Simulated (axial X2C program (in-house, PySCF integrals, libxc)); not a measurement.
**What spin–orbit coupling does to VC⁻**

All values were computed with an in-house all-electron X2C program for linear molecules (integrals from PySCF). Spin-free means the one-electron spin-free X2C Hamiltonian; two-component (2c) means X2C with spin–orbit coupling and atomic mean-field two-electron Coulomb and Gaunt terms, so the difference of the two also holds small scalar two-electron terms. Basis: V dyall-acv3z [11s11p7d4f2g], C dyall-av3z [8s7p3d2f] (cores contracted in-house); Gaussian nuclei, density fitting, unrestricted open shells. Masses: V 50.944 u, C 12.000 u.

Spin-free state: M_S = 1, Λ = 2 (beyond evenly filled blocks: σα, δ+α); fragments V + C-.

```json
{"level": "PBE0", "Re (Å)": "1.633", "ωe (cm⁻¹)": "749.3", "μ (D)": "-2.68"}
{"level": "LDA", "Re (Å)": "1.616", "ωe (cm⁻¹)": "946.0", "μ (D)": "-2.89"}
```

Dipoles are positive if C is the positive end and refer to the centre of mass.

Two-component determinant lowest at the distance of the search:

Ω = 1 (⟨Sz⟩ = -1.00, ⟨Lz⟩ = 2.00 at PBE0); fragments V + C-.

```csv
level,Re (Å),ωe (cm⁻¹),μ (D)
PBE0,1.633,750.5,-2.67
LDA,1.616,946.0,-2.88
```

From the two tables, how do the constants change at the PBE0 level (2c against spin-free)?

At the PBE0 level Re is unchanged to within 0.001 Å and ωe rises by 1.2 cm⁻¹.

One determinant describes the state; a PBE0 search over occupations chose it and may have missed a lower one. De is not given where an atomic determinant may have missed its ground term or J level, or where the truncated virtual space spoils (T). Density functionals use the spin component along the axis (collinear). Other states lie close and PBE0, whose exact exchange favours high spin, may order them wrongly; the determinant shown need not be the ground state. The nearest other spin-free determinant of the search, M_S = 0, Λ = 2, lies 0.37 eV up at the distance of the search. Without a current term, density functionals place determinants with orbital angular momentum somewhat too high. With several unpaired electrons one determinant need not be a pure state. At some level and bond length an empty orbital lies below a filled one. The highest occupied level of some functionals is positive through self-interaction error; at Hartree–Fock it is bound. The determinant is spin-polarised beyond a pure state at some levels (its spin-free form has ⟨S²⟩ too high), which makes Re and μ there less reliable.
